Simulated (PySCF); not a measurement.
# P²⁺: excitation energy

P²⁺ [Ne] 3s2 3p1 (2P) → P²⁺ [Ne] 3s2 4s1 (2S), as a difference of total energies. All numbers are calculated (PySCF 2.14, the non-relativistic Hamiltonian (point nucleus), in aug-cc-pwCVTZ). Correlated levels: valence: [Ne] frozen; valence and next inner shell: 1s2 frozen; nothing frozen. The calculations carry no spin-orbit coupling.

```tsv
method	excitation energy (eV)
UHF	14.501
LDA	14.441
PBE	14.504
PBE0	14.624
r2SCAN	14.958
B97-3	14.662
TPSSh	14.835
PBEsol	14.487
PW91	14.542
MP2 (valence)	14.477
SCS-MP2 (valence)	14.506
MP2 (valence and next inner shell)	14.465
SCS-MP2 (valence and next inner shell)	14.498
MP2 (all electrons)	14.468
SCS-MP2 (all electrons)	14.500
```

Q: How much does correlation contribute at MP2 (all electrons)?

A: 14.468 − (14.501) = -0.033 eV, measured against UHF.

A first-order spin-orbit estimate (lowest level to lowest level, LS coupling) adds 0.041 eV.

The promoted electron is Rydberg-like, and one or two diffuse shells describe it only roughly, which tends to raise the upper state.
